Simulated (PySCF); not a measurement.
## `InChI=1S/C6H4F4/c1-2-3-4(5(3)7)6(8,9)10/h2,5H,1H2/t5-/m1/s1`

Molfile (atoms numbered from 1):
```
C6H4F4
     RDKit          3D

 14 14  0  0  0  0  0  0  0  0999 V2000
    1.7321   -1.9804    0.6932 C   0  0  0  0  0  0  0  0  0  0  0  0
    1.4929   -0.7358    0.2823 C   0  0  0  0  0  0  0  0  0  0  0  0
    0.1771   -0.2673    0.0266 C   0  0  0  0  0  0  0  0  0  0  0  0
   -0.6551    0.7077   -0.2980 C   0  0  0  0  0  0  0  0  0  0  0  0
   -0.8814    2.1107   -0.6735 C   0  0  0  0  0  0  0  0  0  0  0  0
   -1.6261    2.7764    0.2198 F   0  0  0  0  0  0  0  0  0  0  0  0
    0.2734    2.7859   -0.7967 F   0  0  0  0  0  0  0  0  0  0  0  0
   -1.5140    2.2198   -1.8567 F   0  0  0  0  0  0  0  0  0  0  0  0
   -1.2742   -0.6040    0.0154 C   0  0  2  0  0  0  0  0  0  0  0  0
   -1.9215   -0.7512    1.2166 F   0  0  0  0  0  0  0  0  0  0  0  0
    0.9297   -2.6831    0.8464 H   0  0  0  0  0  0  0  0  0  0  0  0
    2.7304   -2.3262    0.8954 H   0  0  0  0  0  0  0  0  0  0  0  0
    2.2898   -0.0197    0.1315 H   0  0  0  0  0  0  0  0  0  0  0  0
   -1.7538   -1.2333   -0.7246 H   0  0  0  0  0  0  0  0  0  0  0  0
  1  2  2  0
  2  3  1  0
  3  4  2  0
  4  5  1  0
  5  6  1  0
  5  7  1  0
  5  8  1  0
  4  9  1  0
  9 10  1  0
  9  3  1  0
  1 11  1  0
  1 12  1  0
  2 13  1  0
  9 14  1  6
M  END
```

Computed with GIAO BHandHLYP/pcSseg-1 magnetisability, rotational g tensor and spin-rotation constants, non-relativistic, gas phase (PySCF). Geometry: GFN2-xTB.

What are the magnetisability and the molar susceptibility?

Isotropic -1182 × 10⁻³⁰ J/T², or -71.2 × 10⁻⁶ cm³/mol; principal values -1481, -1051, -1014 × 10⁻³⁰ J/T², anisotropy 450 × 10⁻³⁰ J/T² (root of half the summed squared differences of the principal values). The susceptibility is in cgs units.

Split it along the inertial axes a, b, c into diamagnetic and paramagnetic parts about the centre of mass, with the quadrupole moment.


```tsv
axis	χ (10⁻⁶ cm³/mol)	diamagnetic (10⁻⁶ cm³/mol)	paramagnetic (10⁻⁶ cm³/mol)	summed x² of all electrons (Å²)	quadrupole Θ (D Å)
a	-63.3	-629.1	565.8	297.4	+6.26
b	-66.1	-1424.9	1358.8	109.8	-3.72
c	-84.1	-1727.7	1643.6	38.5	-2.54
```
Anisotropies 2χaa − χbb − χcc = +23.7 and 2χbb − χaa − χcc = +15.2 × 10⁻⁶ cm³/mol. Θ is traceless in Buckingham's convention.

And the rotational g tensor?


| axis | rotational constant (GHz) | g | nuclear part | electronic part |
| --- | --- | --- | --- | --- |
| a | 2.0572 | -0.0353 | 0.5115 | -0.5468 |
| b | 0.8381 | -0.0110 | 0.5241 | -0.5350 |
| c | 0.6808 | -0.0034 | 0.5223 | -0.5257 |

Asymmetric top; isotopes 12C, 19F, 1H; no vibrational averaging.
